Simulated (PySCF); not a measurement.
Atomic charges by several schemes

Species: C5H3FO.
Numbering: `[O:1]=[CH:2][C:3]1=[CH:4][C:5]/1=[CH:6]/[F:7]` (hydrogens: H8 on C2; H9 on C4; H10 on C6)

Density: PBE0/pcSseg-1 (PySCF); schemes: Mulliken, IAO, Hirshfeld and ESP-fitted. Geometry: GFN2-xTB, one conformer, isolated molecule.

Question: At which atom do the 4 schemes differ most?

Answer: At C6: from -0.191 (ESP-fitted) to +0.208 e (Mulliken), 0.399 e apart.

Question: For which atoms does the sign change between the 4 schemes (beyond +0.03 e in one, beyond −0.03 e in another)?

Answer: C3, C4 and C6.

Question: Which atoms carry the highest charge in the Mulliken, IAO, Hirshfeld and ESP-fitted schemes?

Answer: All schemes agree: Mulliken C2 (+0.255); IAO C2 (+0.230); Hirshfeld C2 (+0.125); ESP-fitted C2 (+0.403).

Question: What partial charge does each atom carry?

Answer: In e:

```
atom                      environment  Mulliken     IAO  Hirshfeld  ESP-fitted
  O1                  aldehyde oxygen    -0.331  -0.361     -0.211      -0.423
  C2                  aldehyde carbon    +0.255  +0.230     +0.125      +0.403
  C3  fully substituted alkene carbon    -0.049  -0.021     +0.014      +0.041
  C4                 alkene CH carbon    +0.010  -0.047     +0.032      -0.173
  C5  fully substituted alkene carbon    -0.090  -0.043     -0.045      +0.009
  C6               vinylic C–F carbon    +0.208  +0.047     -0.015      -0.191
  F7                   vinyl fluorine    -0.297  -0.285     -0.112      -0.136
  H8                  formyl hydrogen    +0.099  +0.124     +0.056      +0.039
  H9                 vinylic hydrogen    +0.096  +0.197     +0.102      +0.238
 H10                 vinylic hydrogen    +0.100  +0.159     +0.054      +0.193
```

Mean size of the charges over all atoms: ESP-fitted 0.184 e, Mulliken 0.153 e, IAO 0.151 e, Hirshfeld 0.077 e. Each set sums to the total charge, 0, to within 0.001 e. The Mulliken scheme gives each basis function's population to the atom it is centred on and halves the overlap population of two atoms between them. The IAO scheme projects the occupied orbitals on a minimal set of polarised atomic orbitals and counts the electrons in each atom's part of it.

Question: How many electrons does the Mulliken scheme count on O1?

Answer: Z − q = 8 − (-0.331) = 8.331.

Question: How closely do the schemes follow one another over all atoms?

Answer: Correlation coefficient and root-mean-square difference: IAO with Hirshfeld 0.95, 0.100 e; Mulliken with IAO 0.93, 0.070 e; Mulliken with Hirshfeld 0.87, 0.112 e; Hirshfeld with ESP-fitted 0.86, 0.154 e; IAO with ESP-fitted 0.85, 0.121 e; Mulliken with ESP-fitted 0.67, 0.173 e.

Question: Sum the charges by element, for elements with more than one atom.

Answer: 
| element | atoms | Mulliken | IAO | Hirshfeld | ESP-fitted |
| --- | --- | --- | --- | --- | --- |
| C | 5 | +0.334 | +0.166 | +0.111 | +0.089 |
| H | 3 | +0.294 | +0.481 | +0.212 | +0.469 |

The values belong to the conformer `[O:1]=[CH:2][C:3]1=[CH:4][C:5]/1=[CH:6]/[F:7]`: O1–C2–C3–C4 0°.
